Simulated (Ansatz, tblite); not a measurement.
Spin states of the cluster Ca2S2, each relaxed with r2SCAN-D4/def2-TZVP in Ansatz. Electronic energies in the gas phase.

The xTB rows come from tblite. B3LYP takes the VWN-RPA correlation. Correlated methods freeze 20 core orbitals; core or outer-core shells of Ca are correlated, in sets that lack core-valence functions. In CCSD on the charge 0 triplet the largest single amplitude is 0.49, so its Hartree–Fock determinant may place the open shell otherwise than the density functionals do. HOMO above LUMO, or a gap near zero within one spin, warns that the state may not be the lowest or that an electron is smeared out. The structure comes from a short search, and lower isomers may exist.

Singlet geometry (D2h within 0.1 Å):

```xyz
4

Ca    1.4848   -0.5340   -0.4784
Ca   -1.4818    0.5331    0.4885
S     0.6391    1.8067   -0.0331
S    -0.6420   -1.8058    0.0230
```

Triplet geometry (C2v within 0.1 Å):

| atom | x (Å) | y (Å) | z (Å) |
| --- | --- | --- | --- |
| Ca1 | 0.4109 | 1.1530 | -1.4994 |
| Ca2 | -0.2796 | -1.5806 | 1.0816 |
| S3 | 1.4760 | 0.2483 | 0.6579 |
| S4 | -1.6073 | 0.1793 | -0.2401 |

Quintet geometry (C2v within 0.1 Å):

```xyz
4

Ca    1.860    0.438    0.483
Ca   -1.634   -0.494   -0.985
S     0.225   -1.799    0.607
S    -0.451    1.855   -0.105
```

⟨S²⟩: triplet 2.01 at PBE0-D4/def2-TZVP (pure 2.00), quintet 6.01 at PBE0-D4/def2-TZVP (pure 6.00).

Run but left out: HF/def2-TZVP, HF/def2-TZVPP, MP2/def2-TZVP, MP2/def2-TZVPP (triplet: a determinant that CCSD turns far, T1 0.071); LDA (SPW92)/def2-TZVP (quintet: an occupied level 0.15 eV above an empty one).

Only these spin states were relaxed.

| level | triplet − singlet (kcal/mol) | quintet − singlet (kcal/mol) | lowest of these | remarks |
| --- | --- | --- | --- | --- |
| GFN1-xTB | 52.9 | 131.2 | singlet | – |
| GFN2-xTB | 33.9 | 84.6 | singlet | – |
| PBE-D4/def2-TZVP | 44.8 | 116.1 | singlet | gap within one spin near zero (quintet) |
| B3LYP-D4/def2-TZVP | 45.7 | 107.8 | singlet | – |
| PBE0-D4/def2-TZVP | 48.9 | 110.3 | singlet | – |
| RPA@PBE/def2-TZVP | 33.1 | 82.6 | singlet | – |

**Question.** Estimate the rows for r2SCAN-D4/def2-TZVP, B97M-V/def2-TZVP, BHLYP-D4/def2-TZVP, CCSD/def2-TZVPP, CCSD(T)/def2-TZVPP.

**Answer.** 
```csv
level,triplet − singlet (kcal/mol),quintet − singlet (kcal/mol),lowest of these,remarks
r2SCAN-D4/def2-TZVP,48.5,115.2,singlet,–
B97M-V/def2-TZVP,45.3,114.6,singlet,–
BHLYP-D4/def2-TZVP,49.4,98.9,singlet,–
CCSD/def2-TZVPP,49.6,92.2,singlet,large T1 (0.071) (triplet)
CCSD(T)/def2-TZVPP,48.3,97.6,singlet,large T1 (0.071) (triplet)
```

The xTB methods have no spin-polarisation term.
